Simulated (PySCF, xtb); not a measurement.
(3S)-3-fluorobut-1-ene (C4H7F), SMILES C=C[C@H](C)F. Other conformers were not sampled.

Harmonic wavenumbers (cm⁻¹) from GFN2-xTB (xtb) at its own minimum, in rising order: 75, 189, 254, 321, 410, 568, 662, 840, 903, 931, 1014, 1018, 1052, 1096, 1147, 1260, 1286, 1300, 1394, 1405, 1474, 1487, 1716, 2871, 3044, 3048, 3056, 3068, 3111, 3139.

**Question.** What does PBE-D3(BJ)/def2-SVP run with PySCF give at its own minimum? (The exact figures need the calculation; the answer reports its results.)

**Answer.** 116, 237, 268, 332, 419, 573, 662, 801, 905, 907, 977, 987, 1030, 1090, 1141, 1248, 1287, 1315, 1336, 1366, 1405, 1420, 1676, 2921, 2980, 3077, 3080, 3083, 3092, 3188. Paired by order, the mean absolute difference is 28 cm⁻¹ and the zero-point energies are 61.7 and 61.4 kcal/mol.
